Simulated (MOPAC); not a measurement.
Input file for MOPAC: PM7 on BP+, 2S+1 = 4, a spin state set in the input, which need not be the lowest, a point of a bond scan (R = 1.763 Å). Charge +1.

```
PM7 1SCF PRECISE CHARGE=1 UHF MS=1.5 THREADS=1
BP

B      0.00000000 1     0.00000000 1     0.00000000 1
P      0.00000000 1     0.00000000 1     1.76316500 1
```

It printed:

```
*******************************************************************************
 **                                                                           **
 **                              MOPAC v23.2.5                                **
 **                                                                           **
 *******************************************************************************
 ** MOPAC's Digital Object Identifier: https://doi.org/10.5281/zenodo.6511958 **
 **                                                                           **
 ** Please cite the open-source release paper for use of this MOPAC version:  **
 ** J. E. Moussa and J. J. P. Stewart (2026)                                  **
 ** MOPAC: An open-source semiempirical molecular orbital program             **
 ** J. Open Source Softw., 11(119), 8025, https://doi.org/10.21105/joss.08025 **
 *******************************************************************************

                              PM7 CALCULATION RESULTS

 *******************************************************************************
 *  PM7        - The PM7 Hamiltonian to be used
 *  UHF        - UNRESTRICTED HARTREE-FOCK CALCULATION
 *
 *
 *
 *                 CHARGE ON SYSTEM = +1
 *
 *
 *
 *  MS=        - IN MECI, MAGNETIC COMPONENT OF SPIN =  1.5
 *  PRECISE    - TIGHTER CRITERIA TO BE USED
 *  1SCF       - DO 1 SCF AND THEN STOP
 *  THREADS=1  - MULTI-THREADING NOT USED
 *  T=         - A TIME OF 172800.0 SECONDS REQUESTED
 *  DUMP=N     - RESTART FILE WRITTEN EVERY 7200.0 SECONDS REQUESTED
 *******************************************************************************
PM7 1SCF PRECISE CHARGE=1 UHF MS=1.5 THREADS=1
 BP

   ATOM   CHEMICAL          X               Y               Z
  NUMBER   SYMBOL      (ANGSTROMS)     (ANGSTROMS)     (ANGSTROMS)

     1       B          0.00000000  *   0.00000000  *   0.00000000  *
     2       P          0.00000000  *   0.00000000  *   1.76316500  *



          CARTESIAN COORDINATES

    NO.       ATOM           X           Y           Z

     1         B          0.0000      0.0000      0.0000
     2         P          0.0000      0.0000      1.7632

 General Reference for PM7:
 "Optimization of Parameters for Semiempirical Methods VI: More Modifications to the
 NDDO Approximations and Re-optimization of Parameters", J. J. P. Stewart, J. Mol. Mod., 1:32, 19 (2013)
 https://link.springer.com/article/10.1007/s00894-012-1667-x

           Empirical Formula: B P  =     2 atoms



      MOLECULAR POINT GROUP   :   C*v


          UHF CALCULATION, NO. OF ALPHA ELECTRONS =    5
                           NO. OF BETA  ELECTRONS =    2

 -------------------------------------------------------------------------------
 PM7 1SCF PRECISE CHARGE=1 UHF MS=1.5 THREADS=1
 BP



     1SCF WAS SPECIFIED, SO BFGS WAS NOT USED
     SCF FIELD WAS ACHIEVED


                              PM7 CALCULATION
                                                       MOPAC v23.2.5 Linux




          FINAL HEAT OF FORMATION =        428.63494 KCAL/MOL =    1793.40857 KJ/MOL


          COSMO AREA              =         77.16 SQUARE ANGSTROMS
          COSMO VOLUME            =         60.58 CUBIC ANGSTROMS

          IONIZATION POTENTIAL    =         11.930314 EV
          ALPHA SOMO LUMO (EV)    =        -11.930 -7.439
          BETA  SOMO LUMO (EV)    =        -17.383-10.129
          NO. OF ALPHA ELECTRONS  =          5
          NO. OF BETA  ELECTRONS  =          2
          MOLECULAR WEIGHT        =         41.7838         POINT GROUP:  C*v

          MOLECULAR DIMENSIONS (Angstroms)

            Atom       Atom       Distance
            P     2    B     1     1.76316
            P     2    B     1     0.00000
            B     1    P     2     0.00000


          SCF CALCULATIONS        =          1





   ATOM   CHEMICAL          X               Y               Z
  NUMBER   SYMBOL      (ANGSTROMS)     (ANGSTROMS)     (ANGSTROMS)

     1       B          0.00000000  *   0.00000000  *   0.00000000  *
     2       P          0.00000000  *   0.00000000  *   1.76316500  *

                             CARTESIAN COORDINATES

   1    B        0.000000000     0.000000000     0.000000000
   2    P        0.000000000     0.000000000     1.763165000


           Empirical Formula: B P  =     2 atoms



      MOLECULAR POINT GROUP   :   C*v


          ALPHA EIGENVALUES
 -52.31486 -18.87105 -16.22450 -15.34597 -11.93031  -7.43925  -6.58240  -2.98326
  96.25890  96.26627  96.27815  96.51171  96.57738


           BETA EIGENVALUES
 -49.42212 -17.38327 -10.12945  -9.89188  -6.94442  -5.73184  -5.65354  -2.55651
  96.29633  96.30732  96.58548  96.64089  96.75254


              NET ATOMIC CHARGES AND DIPOLE CONTRIBUTIONS

  ATOM NO.   TYPE          CHARGE      No. of ELECS.   s-Pop       p-Pop       d-Pop
    1          B           0.705077        2.2949     0.93170     1.36323
    2          P           0.294923        4.7051     1.91136     2.77815     0.01557
 DIPOLE           X         Y         Z       TOTAL
 POINT-CHG.     0.000     0.000    -3.780     3.780
 HYBRID        -0.000     0.000    -1.694     1.694
 SUM           -0.000     0.000    -5.474     5.474


          ATOMIC ORBITAL ELECTRON POPULATIONS

     Atom    s        px        py        pz      x^2-y^2     xz        z^2       yz        xy
    1  B   0.93170   0.99419   0.21483   0.15421
    2  P   1.91136   1.00000   0.78378   0.99437   0.00000   0.00581   0.00837   0.00139   0.00000


                    (SZ)    =    1.500000
                    (S**2)  =    3.752746


          ATOMIC ORBITAL SPIN POPULATIONS

    Atom   Total    s     px     py     pz   x^2-y^2  xz     z^2    yz     xy
         Atomic
    1  B  1.1688 -0.021  0.994  0.215 -0.020
    2  P  1.8312  0.002  1.000  0.784  0.038 -0.000  0.006 -0.000  0.001 -0.000

 **********************
 *                    *
 * JOB ENDED NORMALLY *
 *                    *
 **********************




 == MOPAC DONE ==
```

The run finished.

Cost: very roughly 0.020 core-seconds.
